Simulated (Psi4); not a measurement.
vinyl chloride (C2H3Cl), singlet, geometry from GFN2-xTB; MP4/STO-3G (Psi4).

Here is a job for Psi4.
```
memory 2 GB

molecule {
0 1
  C    -0.00166171    0.75402237   -0.00088725
  C     1.28837330    1.02145870   -0.01345388
  Cl   -0.62447944   -0.84989830    0.00694605
  H    -0.77301421    1.50855401    0.00553160
  H     2.03491225    0.24685501   -0.01961314
  H     1.63398290    2.03997571   -0.01795455
}

set basis sto-3g

energy('mp4')
print_variables()
```

Output, abridged:

```
   => Loading Basis Set <=

    Name: STO-3G
    Role: ORBITAL
    Keyword: BASIS

         ---------------------------------------------------------
                                   SCF
               by Justin Turney, Rob Parrish, Andy Simmonett
                          and Daniel G. A. Smith
                              RHF Reference
         ---------------------------------------------------------

  ==> Geometry <==

    Molecular point group: c1
    Full point group: C1

    Geometry (in Angstrom), charge = 0, multiplicity = 1:

       Center              X                  Y                   Z               Mass
    ------------   -----------------  -----------------  -----------------  -----------------
         C            0.054446025961     0.828049463900    -0.001508537619    12.000000000000
         C            1.344481035961     1.095485793900    -0.014075167619    12.000000000000
         CL          -0.568371704039    -0.775871206100     0.006324762381    34.968852682000
         H           -0.716906474039     1.582581103900     0.004910312381     1.007825032230
         H            2.091019985961     0.320882103900    -0.020234427619     1.007825032230
         H            1.690090635961     2.114002803900    -0.018575837619     1.007825032230

  Running in c1 symmetry.

  Rotational constants: A =      1.93486  B =      0.20327  C =      0.18395 [cm^-1]
  Rotational constants: A =  58005.54223  B =   6094.01587  C =   5514.65104 [MHz]
  Nuclear repulsion =   89.443857362458019

  Charge       = 0
  Multiplicity = 1
  Electrons    = 32
  Nalpha       = 16
  Nbeta        = 16

  ==> Algorithm <==

  SCF Algorithm Type is PK.
  DIIS enabled.
  MOM disabled.
  Fractional occupation disabled.
  Guess Type is SAD.
  Energy threshold   = 1.00e-08
  Density threshold  = 1.00e-08
  Integral threshold = 1.00e-12

  ==> Primary Basis <==

  Basis Set: STO-3G
    Blend: STO-3G
    Number of shells: 14
    Number of basis functions: 22
    Number of Cartesian functions: 22
    Spherical Harmonics?: true
    Max angular momentum: 1

  ==> Integral Setup <==

  Using in-core PK algorithm.
   Calculation information:
      Number of atoms:                   6
      Number of AO shells:              14
      Number of primitives:             42
      Number of atomic orbitals:        22
      Number of basis functions:        22

      Integral cutoff                 1.00e-12
      Number of threads:                 1

  Performing in-core PK
[...]
  @RHF Final Energy:  -531.07628565470725
    Total Energy =                       -531.0762856547072488
[...]
      Number of AO shells:              14
      Number of SO shells:              14
      Number of primitives:             42
      Number of atomic orbitals:        22
      Number of basis functions:        22

      Number of irreps:                  1
      Integral cutoff                 1.00e-12
      Number of functions per irrep: [  22 ]

 OEINTS: Overlap, kinetic, potential, dipole, and quadrupole integrals
         stored in file 35.

      Computed 29471 non-zero two-electron integrals.
        Stored in file 33.

        ==> Transform all two-electron integrals <==

	Presorting SO-basis two-electron integrals.
	Sorting File: SO Ints (nn|nn) nbuckets = 1
	Constructing frozen core operators
	Starting first half-transformation.
	Sorting half-transformed integrals.
	First half integral transformation complete.
	Starting second half-transformation.
	Two-electron integral transformation complete.

Traceback (most recent call last):
  File "psi4", line 375, in <module>
  File "<string>", line 26, in <module>
  File "site-packages/psi4/driver/driver.py", line 533, in energy
  File "site-packages/psi4/driver/procrouting/proc.py", line 1143, in select_mp4
  File "site-packages/psi4/driver/procrouting/proc.py", line 5712, in run_fnocc

RuntimeError:
Fatal Error: ndocc must be less than nvirt
The most recent 5 function calls were:

psi::PsiException::PsiException(std::__cxx11::basic_string<char, std::char_traits<char>, std::allocator<char> >, char const*, int)

Printing out the relevant lines from the Psithon --> Python processed input file:
      H     2.03491225    0.24685501   -0.01961314
      H     1.63398290    2.03997571   -0.01795455
    """)
    core.IO.set_default_namespace("")
    core.set_global_option("BASIS", "sto-3g")
--> energy('mp4')
    print_variables()

!----------------------------------------------------------------------------------!
!                                                                                  !
! Fatal Error: ndocc must be less than nvirt                                       !
! The most recent 5 function calls were:                                           !
! psi::PsiException::PsiException(std::__cxx11::basic_string<char,                 !
!     std::char_traits<char>, std::allocator<char> >, char const*, int)            !
!                                                                                  !
!----------------------------------------------------------------------------------!
```

The run crashed.
